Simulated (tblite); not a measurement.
A geometry optimisation, step by step.

Species: C6H8N (doublet state).
SMILES with atom numbers: `[CH3:1][C@@H:2]1[CH:3][C@H:4]([C:5]#[N:6])[CH2:7]1` (hydrogens: H8, H9, H10 on C1; H11 on C2; H12 on C3; H13 on C4; H14, H15 on C7)
Bond orders are those of one Lewis drawing.

Computed with GFN2-xTB (tblite), gas phase: L-BFGS steps from a force-field or distance-geometry start until the largest atomic force falls under 0.01 eV/Å. 11 of its 113 geometries are shown.

Step 0: E = -535.6778 eV, largest atomic force 2.833 eV/Å
```
atom  x, y, z in Å  |  force x, y, z in eV/Å
C1      1.857    0.438    0.055    1.032   0.358  -0.168
C2      0.719   -0.548    0.191    0.355   0.340  -0.076
C3     -0.116   -0.579   -1.053   -0.987  -2.602   0.533
C4     -1.373   -0.315   -0.225   -0.708   0.697  -1.306
C5     -2.126    0.839   -0.682   -1.062   0.239  -0.320
N6     -2.727    1.754   -1.046    0.792  -0.942   0.412
C7     -0.476    0.038    0.918    0.439   0.060   2.017
H8      1.853    0.809   -0.992    0.325  -0.180   0.704
H9      1.718    1.323    0.714    0.324  -0.727  -0.337
H10     2.809   -0.078    0.274   -0.275   0.627  -0.156
H11     1.008   -1.558    0.575    0.060   0.687  -0.387
H12    -0.151   -1.555   -1.557    0.245   0.733  -0.674
H13    -1.976   -1.234   -0.096   -0.071   0.566  -0.167
H14    -0.665   -0.455    1.895   -0.216   0.554  -0.443
H15    -0.359    1.129    1.007   -0.251  -0.410   0.368
```

Step 11: E = -536.2795 eV, largest atomic force 0.231 eV/Å
```
atom  x, y, z in Å  |  force x, y, z in eV/Å
C1      1.913    0.439    0.021   -0.033  -0.040   0.001
C2      0.728   -0.532    0.187   -0.036   0.090   0.096
C3     -0.184   -0.772   -0.970    0.054  -0.118   0.049
C4     -1.411   -0.337   -0.239    0.063   0.096   0.200
C5     -2.145    0.800   -0.732   -0.023  -0.127  -0.002
N6     -2.731    1.730   -1.048    0.005   0.056  -0.102
C7     -0.488    0.043    0.953   -0.003  -0.033   0.098
H8      1.959    0.833   -0.989   -0.056   0.006  -0.034
H9      1.799    1.274    0.708    0.009   0.026  -0.025
H10     2.863   -0.036    0.243   -0.003  -0.098  -0.040
H11     1.107   -1.475    0.614   -0.083   0.136  -0.008
H12    -0.116   -1.503   -1.753    0.046   0.090  -0.103
H13    -2.136   -1.146   -0.043    0.078   0.123   0.000
H14    -0.741   -0.429    1.899    0.020  -0.155  -0.021
H15    -0.421    1.118    1.125   -0.041  -0.051  -0.109
```

Step 22: E = -536.3336 eV, largest atomic force 0.217 eV/Å
```
atom  x, y, z in Å  |  force x, y, z in eV/Å
C1      1.897    0.426   -0.008    0.079   0.016  -0.019
C2      0.715   -0.520    0.238   -0.011  -0.015  -0.049
C3     -0.193   -0.805   -0.903   -0.013  -0.055  -0.073
C4     -1.420   -0.341   -0.189    0.013   0.002  -0.055
C5     -2.127    0.780   -0.766    0.065  -0.157   0.010
N6     -2.672    1.684   -1.208    0.050  -0.031  -0.006
C7     -0.502    0.035    1.001   -0.042  -0.012   0.111
H8      1.879    0.813   -1.022   -0.024   0.026  -0.044
H9      1.872    1.271    0.675   -0.066  -0.011   0.051
H10     2.836   -0.097    0.145    0.108  -0.004  -0.060
H11     1.099   -1.431    0.719    0.006  -0.003  -0.052
H12    -0.043   -1.271   -1.860   -0.058   0.122   0.110
H13    -2.156   -1.130    0.029   -0.008   0.069  -0.034
H14    -0.713   -0.507    1.916   -0.160  -0.003   0.147
H15    -0.476    1.101    1.211    0.059   0.054  -0.036
```

Step 34: E = -536.3696 eV, largest atomic force 0.205 eV/Å
```
atom  x, y, z in Å  |  force x, y, z in eV/Å
C1      1.877    0.408   -0.038   -0.024   0.009   0.000
C2      0.712   -0.545    0.288    0.024   0.008  -0.013
C3     -0.206   -0.867   -0.837    0.018   0.015   0.003
C4     -1.426   -0.364   -0.135    0.011  -0.052  -0.063
C5     -2.074    0.731   -0.805   -0.070   0.153  -0.117
N6     -2.556    1.602   -1.373    0.082  -0.097   0.091
C7     -0.513    0.016    1.057    0.008   0.002  -0.052
H8      1.764    0.829   -1.035   -0.060   0.021   0.049
H9      1.913    1.232    0.672   -0.020  -0.058   0.033
H10     2.831   -0.113   -0.004   -0.059   0.001   0.003
H11     1.123   -1.437    0.775   -0.015   0.011   0.032
H12    -0.018   -0.945   -1.890    0.015  -0.018  -0.022
H13    -2.188   -1.122    0.080   -0.029  -0.020   0.065
H14    -0.771   -0.504    1.976    0.088  -0.008   0.030
H15    -0.473    1.085    1.248    0.031   0.033  -0.038
```

Step 45: E = -536.3844 eV, largest atomic force 0.114 eV/Å
```
atom  x, y, z in Å  |  force x, y, z in eV/Å
C1      1.853    0.410   -0.026    0.017  -0.006  -0.021
C2      0.710   -0.567    0.277    0.010   0.055   0.053
C3     -0.212   -0.901   -0.844    0.094   0.002  -0.062
C4     -1.426   -0.385   -0.139    0.016  -0.024  -0.053
C5     -2.055    0.718   -0.814   -0.064   0.087  -0.038
N6     -2.509    1.615   -1.361    0.029  -0.046   0.007
C7     -0.501    0.024    1.034   -0.044  -0.007   0.009
H8      1.696    0.901   -0.984   -0.032   0.036   0.036
H9      1.892    1.175    0.748    0.068  -0.047  -0.022
H10     2.813   -0.098   -0.058   -0.010  -0.011  -0.025
H11     1.117   -1.450    0.785    0.009   0.026  -0.021
H12    -0.012   -0.954   -1.900   -0.054  -0.021   0.090
H13    -2.192   -1.130    0.107   -0.008  -0.013   0.009
H14    -0.736   -0.453    1.981   -0.025  -0.007   0.037
H15    -0.443    1.102    1.171   -0.006  -0.022   0.002
```

Step 56: E = -536.4370 eV, largest atomic force 0.252 eV/Å
```
atom  x, y, z in Å  |  force x, y, z in eV/Å
C1      1.842    0.433   -0.013    0.136   0.019  -0.010
C2      0.703   -0.536    0.304    0.012   0.035   0.043
C3     -0.199   -0.929   -0.812    0.119  -0.059  -0.124
C4     -1.433   -0.420   -0.145    0.008   0.038   0.002
C5     -2.029    0.675   -0.865    0.070  -0.040   0.064
N6     -2.386    1.601   -1.435   -0.103   0.009  -0.073
C7     -0.532    0.057    1.023   -0.039  -0.044   0.048
H8      1.503    1.189   -0.724    0.097  -0.050   0.136
H9      2.190    0.923    0.902   -0.142  -0.085  -0.190
H10     2.689   -0.108   -0.442   -0.169   0.114  -0.031
H11     1.131   -1.393    0.842   -0.056   0.012   0.004
H12    -0.013   -1.063   -1.862    0.050  -0.012   0.065
H13    -2.186   -1.174    0.111   -0.051   0.073  -0.013
H14    -0.769   -0.390    1.986   -0.010   0.039   0.021
H15    -0.514    1.143    1.108    0.077  -0.050   0.057
```

Step 67: E = -536.4621 eV, largest atomic force 0.120 eV/Å
```
atom  x, y, z in Å  |  force x, y, z in eV/Å
C1      1.830    0.438   -0.019   -0.018  -0.032   0.011
C2      0.704   -0.532    0.338   -0.025  -0.022   0.012
C3     -0.180   -0.943   -0.785    0.017   0.003   0.038
C4     -1.419   -0.400   -0.148    0.022  -0.042  -0.025
C5     -2.004    0.675   -0.906    0.043  -0.072   0.084
N6     -2.401    1.550   -1.525   -0.054   0.080  -0.072
C7     -0.539    0.061    1.042   -0.003   0.014  -0.018
H8      1.439    1.295   -0.566    0.002  -0.033   0.037
H9      2.325    0.787    0.885   -0.005   0.029  -0.004
H10     2.561   -0.069   -0.643    0.017   0.031  -0.012
H11     1.137   -1.377    0.889    0.009   0.019  -0.017
H12     0.043   -1.095   -1.822   -0.014  -0.018  -0.033
H13    -2.197   -1.138    0.090    0.000   0.047   0.023
H14    -0.795   -0.388    1.999   -0.012  -0.017  -0.032
H15    -0.505    1.143    1.150    0.021   0.013   0.007
```

Step 78: E = -536.4644 eV, largest atomic force 0.015 eV/Å
```
atom  x, y, z in Å  |  force x, y, z in eV/Å
C1      1.828    0.438   -0.013   -0.006   0.008   0.002
C2      0.707   -0.540    0.337   -0.004   0.007   0.004
C3     -0.178   -0.948   -0.786    0.000  -0.004   0.006
C4     -1.413   -0.391   -0.155   -0.001   0.002  -0.003
C5     -2.003    0.683   -0.910   -0.004   0.007  -0.002
N6     -2.421    1.551   -1.527    0.008  -0.004  -0.002
C7     -0.532    0.063    1.038   -0.014  -0.001  -0.004
H8      1.425    1.298   -0.542   -0.003   0.004  -0.012
H9      2.325    0.783    0.891   -0.004  -0.005   0.010
H10     2.562   -0.048   -0.651    0.009  -0.004  -0.006
H11     1.142   -1.384    0.887    0.010  -0.003  -0.007
H12     0.037   -1.133   -1.821   -0.002  -0.004   0.007
H13    -2.197   -1.117    0.092   -0.001   0.005  -0.001
H14    -0.802   -0.391    1.988    0.011  -0.004   0.000
H15    -0.485    1.144    1.151    0.000  -0.004   0.007
```

Step 90: E = -536.4648 eV, largest atomic force 0.026 eV/Å
```
atom  x, y, z in Å  |  force x, y, z in eV/Å
C1      1.826    0.441   -0.015   -0.010  -0.002  -0.002
C2      0.708   -0.539    0.335    0.001  -0.005  -0.003
C3     -0.180   -0.948   -0.785   -0.002   0.000   0.007
C4     -1.413   -0.386   -0.154   -0.002  -0.001   0.003
C5     -2.000    0.690   -0.910    0.013  -0.019   0.008
N6     -2.417    1.553   -1.533    0.000   0.024  -0.011
C7     -0.531    0.060    1.040    0.006  -0.005   0.005
H8      1.423    1.296   -0.554    0.002  -0.001  -0.007
H9      2.312    0.794    0.892    0.005   0.003   0.004
H10     2.568   -0.048   -0.643    0.000   0.012  -0.003
H11     1.149   -1.383    0.879   -0.006   0.002   0.005
H12     0.031   -1.149   -1.817    0.001  -0.004  -0.011
H13    -2.202   -1.109    0.090    0.000   0.002   0.006
H14    -0.797   -0.404    1.987   -0.004  -0.003   0.002
H15    -0.482    1.140    1.166   -0.005  -0.004  -0.006
```

Step 101: E = -536.4655 eV, largest atomic force 0.015 eV/Å
```
atom  x, y, z in Å  |  force x, y, z in eV/Å
C1      1.809    0.456   -0.024   -0.013  -0.008   0.000
C2      0.706   -0.541    0.335    0.003  -0.005  -0.003
C3     -0.188   -0.963   -0.775    0.008  -0.008   0.000
C4     -1.415   -0.388   -0.146    0.011  -0.005  -0.003
C5     -1.964    0.699   -0.916    0.003  -0.001   0.007
N6     -2.340    1.570   -1.556   -0.003   0.007   0.006
C7     -0.531    0.047    1.051    0.014   0.003   0.001
H8      1.389    1.311   -0.550   -0.010  -0.003  -0.010
H9      2.303    0.808    0.879    0.001   0.000   0.006
H10     2.549   -0.016   -0.666   -0.004  -0.005  -0.003
H11     1.163   -1.380    0.875    0.002   0.009   0.005
H12     0.015   -1.192   -1.802    0.003   0.002  -0.001
H13    -2.221   -1.093    0.092    0.000   0.004  -0.008
H14    -0.793   -0.433    1.990   -0.008   0.000  -0.003
H15    -0.486    1.124    1.192   -0.008   0.009   0.004
```

Step 112: E = -536.4664 eV, largest atomic force 0.010 eV/Å
```
atom  x, y, z in Å  |  force x, y, z in eV/Å
C1      1.781    0.471   -0.043   -0.001  -0.007   0.005
C2      0.708   -0.549    0.343   -0.004  -0.003   0.000
C3     -0.187   -0.989   -0.758   -0.001  -0.003  -0.008
C4     -1.410   -0.388   -0.146    0.002  -0.004   0.000
C5     -1.913    0.720   -0.917   -0.003   0.001   0.003
N6     -2.254    1.610   -1.551   -0.001   0.003  -0.002
C7     -0.533    0.028    1.063   -0.001   0.002   0.000
H8      1.331    1.303   -0.579    0.001   0.003  -0.004
H9      2.274    0.851    0.849    0.002   0.001   0.000
H10     2.525    0.005   -0.684    0.004   0.004  -0.003
H11     1.190   -1.371    0.885    0.000   0.005   0.006
H12     0.017   -1.241   -1.780    0.000   0.001   0.003
H13    -2.239   -1.069    0.076   -0.004  -0.005  -0.004
H14    -0.801   -0.474    1.989    0.000  -0.006   0.003
H15    -0.493    1.102    1.231    0.007   0.007   0.000
```

Task: Summarise the path.

Result: The energy falls by 18.19 kcal/mol from step 0 to step 112; nine tenths of that is first reached at step 47. It rises by more than 0.2 meV at steps 2 and 53. The largest force goes from 2.833 to 0.010 eV/Å. Among the bonds C4–C7 changes most, from 1.496 to 1.550 Å; the atoms move by 0.500 Å rms after alignment.

Task: Follow the three bonds and two angles with the largest change from start to end.

Result: 
```json
{"step": "0", "E above end (kcal/mol)": "18.19", "largest force (eV/Å)": "2.833", "C4–C7 (Å)": "1.496", "C3–C4 (Å)": "1.529", "C2–C7 (Å)": "1.517", "C4–C3–H12 (°)": "112.1", "C2–C3–H12 (°)": "114.7"}
{"step": "5", "E above end (kcal/mol)": "6.84", "largest force (eV/Å)": "1.013", "C4–C7 (Å)": "1.537", "C3–C4 (Å)": "1.496", "C2–C7 (Å)": "1.531", "C4–C3–H12 (°)": "124.2", "C2–C3–H12 (°)": "125.7"}
{"step": "10", "E above end (kcal/mol)": "4.49", "largest force (eV/Å)": "0.249", "C4–C7 (Å)": "1.559", "C3–C4 (Å)": "1.496", "C2–C7 (Å)": "1.551", "C4–C3–H12 (°)": "127.5", "C2–C3–H12 (°)": "129.2"}
{"step": "15", "E above end (kcal/mol)": "3.86", "largest force (eV/Å)": "0.158", "C4–C7 (Å)": "1.546", "C3–C4 (Å)": "1.493", "C2–C7 (Å)": "1.543", "C4–C3–H12 (°)": "129.5", "C2–C3–H12 (°)": "132.1"}
{"step": "19", "E above end (kcal/mol)": "3.45", "largest force (eV/Å)": "0.251", "C4–C7 (Å)": "1.554", "C3–C4 (Å)": "1.491", "C2–C7 (Å)": "1.549", "C4–C3–H12 (°)": "131.4", "C2–C3–H12 (°)": "132.6"}
{"step": "24", "E above end (kcal/mol)": "2.82", "largest force (eV/Å)": "0.224", "C4–C7 (Å)": "1.548", "C3–C4 (Å)": "1.493", "C2–C7 (Å)": "1.542", "C4–C3–H12 (°)": "132.6", "C2–C3–H12 (°)": "133.1"}
{"step": "29", "E above end (kcal/mol)": "2.47", "largest force (eV/Å)": "0.225", "C4–C7 (Å)": "1.552", "C3–C4 (Å)": "1.490", "C2–C7 (Å)": "1.550", "C4–C3–H12 (°)": "131.0", "C2–C3–H12 (°)": "132.2"}
{"step": "34", "E above end (kcal/mol)": "2.23", "largest force (eV/Å)": "0.205", "C4–C7 (Å)": "1.548", "C3–C4 (Å)": "1.494", "C2–C7 (Å)": "1.551", "C4–C3–H12 (°)": "129.0", "C2–C3–H12 (°)": "130.5"}
{"step": "39", "E above end (kcal/mol)": "2.03", "largest force (eV/Å)": "0.251", "C4–C7 (Å)": "1.551", "C3–C4 (Å)": "1.496", "C2–C7 (Å)": "1.547", "C4–C3–H12 (°)": "128.0", "C2–C3–H12 (°)": "129.7"}
{"step": "44", "E above end (kcal/mol)": "1.92", "largest force (eV/Å)": "0.182", "C4–C7 (Å)": "1.549", "C3–C4 (Å)": "1.497", "C2–C7 (Å)": "1.546", "C4–C3–H12 (°)": "128.9", "C2–C3–H12 (°)": "129.5"}
{"step": "49", "E above end (kcal/mol)": "1.66", "largest force (eV/Å)": "0.267", "C4–C7 (Å)": "1.548", "C3–C4 (Å)": "1.498", "C2–C7 (Å)": "1.547", "C4–C3–H12 (°)": "127.8", "C2–C3–H12 (°)": "130.0"}
{"step": "54", "E above end (kcal/mol)": "0.87", "largest force (eV/Å)": "0.307", "C4–C7 (Å)": "1.548", "C3–C4 (Å)": "1.496", "C2–C7 (Å)": "1.549", "C4–C3–H12 (°)": "127.8", "C2–C3–H12 (°)": "131.7"}
{"step": "58", "E above end (kcal/mol)": "0.48", "largest force (eV/Å)": "0.229", "C4–C7 (Å)": "1.551", "C3–C4 (Å)": "1.495", "C2–C7 (Å)": "1.547", "C4–C3–H12 (°)": "128.4", "C2–C3–H12 (°)": "131.1"}
{"step": "63", "E above end (kcal/mol)": "0.19", "largest force (eV/Å)": "0.223", "C4–C7 (Å)": "1.550", "C3–C4 (Å)": "1.494", "C2–C7 (Å)": "1.545", "C4–C3–H12 (°)": "129.2", "C2–C3–H12 (°)": "130.8"}
{"step": "68", "E above end (kcal/mol)": "0.08", "largest force (eV/Å)": "0.066", "C4–C7 (Å)": "1.551", "C3–C4 (Å)": "1.496", "C2–C7 (Å)": "1.547", "C4–C3–H12 (°)": "129.6", "C2–C3–H12 (°)": "130.2"}
{"step": "73", "E above end (kcal/mol)": "0.05", "largest force (eV/Å)": "0.030", "C4–C7 (Å)": "1.550", "C3–C4 (Å)": "1.494", "C2–C7 (Å)": "1.546", "C4–C3–H12 (°)": "129.5", "C2–C3–H12 (°)": "130.8"}
{"step": "78", "E above end (kcal/mol)": "0.05", "largest force (eV/Å)": "0.015", "C4–C7 (Å)": "1.551", "C3–C4 (Å)": "1.494", "C2–C7 (Å)": "1.546", "C4–C3–H12 (°)": "129.6", "C2–C3–H12 (°)": "131.0"}
{"step": "83", "E above end (kcal/mol)": "0.04", "largest force (eV/Å)": "0.016", "C4–C7 (Å)": "1.550", "C3–C4 (Å)": "1.494", "C2–C7 (Å)": "1.546", "C4–C3–H12 (°)": "129.6", "C2–C3–H12 (°)": "131.1"}
{"step": "88", "E above end (kcal/mol)": "0.04", "largest force (eV/Å)": "0.011", "C4–C7 (Å)": "1.551", "C3–C4 (Å)": "1.494", "C2–C7 (Å)": "1.546", "C4–C3–H12 (°)": "129.8", "C2–C3–H12 (°)": "131.1"}
{"step": "93", "E above end (kcal/mol)": "0.03", "largest force (eV/Å)": "0.036", "C4–C7 (Å)": "1.550", "C3–C4 (Å)": "1.494", "C2–C7 (Å)": "1.546", "C4–C3–H12 (°)": "129.6", "C2–C3–H12 (°)": "131.5"}
{"step": "97", "E above end (kcal/mol)": "0.03", "largest force (eV/Å)": "0.018", "C4–C7 (Å)": "1.550", "C3–C4 (Å)": "1.494", "C2–C7 (Å)": "1.546", "C4–C3–H12 (°)": "129.6", "C2–C3–H12 (°)": "131.4"}
{"step": "102", "E above end (kcal/mol)": "0.02", "largest force (eV/Å)": "0.022", "C4–C7 (Å)": "1.550", "C3–C4 (Å)": "1.494", "C2–C7 (Å)": "1.546", "C4–C3–H12 (°)": "129.9", "C2–C3–H12 (°)": "131.5"}
{"step": "107", "E above end (kcal/mol)": "0.01", "largest force (eV/Å)": "0.028", "C4–C7 (Å)": "1.550", "C3–C4 (Å)": "1.494", "C2–C7 (Å)": "1.546", "C4–C3–H12 (°)": "130.1", "C2–C3–H12 (°)": "131.1"}
{"step": "112", "E above end (kcal/mol)": "0.00", "largest force (eV/Å)": "0.010", "C4–C7 (Å)": "1.550", "C3–C4 (Å)": "1.494", "C2–C7 (Å)": "1.546", "C4–C3–H12 (°)": "129.9", "C2–C3–H12 (°)": "131.4"}
```

What follows is the cost of the whole relaxation. Hardware: one thread, Intel Xeon at 2.50 GHz (x86_64), on a shared host. Cost: 1.7 s wall.
